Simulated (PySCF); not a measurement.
## Energy of Pd⁺ (palladium, charge +1) between two integer charges

The 4d beta orbital of [Kr] 4d9 is emptied in steps (occupation f), with all orbitals relaxed, ending at [Kr] 4d8. Calculation: PySCF 2.14, in def2-SVP with the def2 core potential (28 electrons); a scalar-relativistic core potential. The exact energy is a straight line in f; departures are measured from the line between the end points of the same method.

```tsv
f	PBE0 (eV)	r2SCAN (eV)	LC-wPBE (eV)
1	0.000	0.000	0.000
0.8	-0.647	-0.887	-0.189
0.6	-0.980	-1.339	-0.292
0.4	-0.989	-1.346	-0.300
0.2	-0.665	-0.902	-0.205
0	0.000	0.000	0.000
```

```tsv
method	E(f=0) − E(f=1) (eV)	−ε at f=1 (eV)	−ε at f=0.4 (eV)
PBE0	19.494	15.495	20.273
r2SCAN	19.302	13.800	20.389
LC-wPBE	19.468	18.322	19.680
```

Orbital energy along the path (eV):

```
  f     PBE0   r2SCAN  LC-wPBE
  1  -15.495  -13.800  -18.322
0.8  -17.036  -15.947  -18.729
0.6  -18.631  -18.148  -19.184
0.4  -20.273  -20.389  -19.680
0.2  -21.959  -22.664  -20.212
  0  -23.687  -24.961  -20.781
```

Reference removal energy between the ground levels: 19.43 ± 0.12 eV (semi-empirical (NIST evaluation); NIST Atomic Spectra Database, ionization energies). The calculation has no spin-orbit coupling. The determinant left behind need not be the lowest term of the ion.
